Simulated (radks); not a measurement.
Valence configurations of O3+ (all share [He]). Method: scalar-relativistic Kohn-Sham, r2SCAN, spin-unpolarised, spherical densities, finite nucleus; meta-GGA in the generalised Kohn-Sham scheme; Fermi nuclear charge, rms radius 2.6991 fm; computed with a radial shooting solver on a logarithmic mesh with Libxc functionals. Energies are relative to 2s2 2p1; eigenvalues in eV.

[
 {"valence": "2s2 2p1", "E (eV)": "0.000", "e(2p)": "-64.519", "e(2s)": "-80.503"},
 {"valence": "2s1.5 2p1.5", "E (eV)": "8.000", "e(2p)": "-64.212", "e(2s)": "-80.223"},
 {"valence": "2s1 2p2", "E (eV)": "16.002", "e(2p)": "-63.925", "e(2s)": "-79.909"},
 {"valence": "2s0.5 2p2.5", "E (eV)": "23.972", "e(2p)": "-63.619", "e(2s)": "-79.504"},
 {"valence": "2p3", "E (eV)": "31.876", "e(2p)": "-63.260", "e(2s)": "-"}
]

NIST lists [He] 2s2 2p1 as the ground configuration; this level of theory agrees among the configurations tried. The energies are those of spherical spin-averaged densities, not of single terms.
